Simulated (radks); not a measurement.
Coulomb parameter of the 5d shell of the iridium ion Ir3+ in the model configuration [Xe] 4f14 5d5 6s1, as a second difference U = [E(n + 0.5) + E(n - 0.5) - 2 E(n)] / (0.5)^2 with all orbitals relaxed. "Bare": the charge of the atom changes with n. "Screened": the 6s shell takes up the change at fixed total charge, which measures U(5d,5d) + U(6s,6s) - 2 U(5d,6s). Method: scalar-relativistic Kohn-Sham, BLYP, spin-unpolarised, spherical densities, point nucleus; computed with a radial shooting solver on a logarithmic mesh with Libxc functionals.

| case | configuration | E - E(n) (eV) |
|---|---|---|
| start | [Xe] 4f14 5d5 6s1 | 0.000 |
| bare +0.5 | [Xe] 4f14 5d5.5 6s1 | -18.083 |
| bare -0.5 | [Xe] 4f14 5d4.5 6s1 | 21.408 |
| screened +0.5 | [Xe] 4f14 5d5.5 6s0.5 | -3.070 |
| screened -0.5 | [Xe] 4f14 5d4.5 6s1.5 | 3.402 |

U(bare) = 13.297 eV, U(screened by 6s) = 1.325 eV, against the Slater integral F0(5d,5d) = 16.207 eV with frozen orbitals.
